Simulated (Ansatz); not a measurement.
Reaction (ligand exchange at the Al–N bond): `[NH2][Al]([F])[SH]` + HBr → `[F][Al]([SH])[Br]` + NH₃

Gas-phase electronic energies from Ansatz, PBE0-D4/def2-TZVP geometries. CCSD(T)/CBS adds triple-zeta CCSD(T) − MP2 to the extrapolated MP2 energy (def2 sets, frozen cores). This one scheme is used for every species. For Br outer-core shells are correlated without core-valence functions, which leaves a few kJ/mol of doubt a bond. Scalar relativity is left out up to krypton. One conformer a species, not always the lowest.

`[NH2][Al]([F])[SH]`:

Z-matrix (Å, degrees):
```
N
Al 1 1.752
H 1 1.007 2 124.5
H 1 1.006 2 124.8 3 -180.0
F 2 1.648 1 119.4 3 -0.1
S 2 2.172 1 121.8 3 179.9
H 6 1.345 2 91.8 1 179.9
```

HBr:

Z-matrix (Å, degrees):
```
Br
H 1 1.420
```

`[F][Al]([SH])[Br]`:

```xyz
5

F    -1.907    0.092    1.074
Al   -0.567   -0.094    0.151
S     1.221    0.964    0.730
Br   -0.656   -1.421   -1.645
H     1.909    0.459   -0.310
```

NH₃:

Z-matrix (Å, degrees):
```
N
H 1 1.013
H 1 1.013 2 107.1
H 1 1.013 2 107.1 3 -114.5
```

```
             species  MP2/def2-TZVPP energy (Eh)
`[NH2][Al]([F])[SH]`                  -796.06846
                 HBr                 -2573.28961
 `[F][Al]([SH])[Br]`                 -3312.92843
                 NH₃                   -56.45581
```

**Question.** Work out ΔE.

**Answer.** ΔE = (-3312.92843) + (-56.45581) − (-796.06846) − (-2573.28961) = -0.02617 Eh = -16.4 kcal/mol. CCSD(T)/CBS gives -16.6 kcal/mol.

Largest T1 diagnostic among the species: 0.011.

At CCSD(T), def2-SVP lies +1.4 kcal/mol from the extrapolated value and def2-TZVPP +1.0 kcal/mol. Leaving LDA and LC-ωPBE aside and taking each functional with its dispersion term where it has one, the values, not all of them listed here, spread over 2.6 kcal/mol, from HSE06-D4 to CAM-B3LYP-D4. LDA lies +1.8 kcal/mol from PBE without D4.
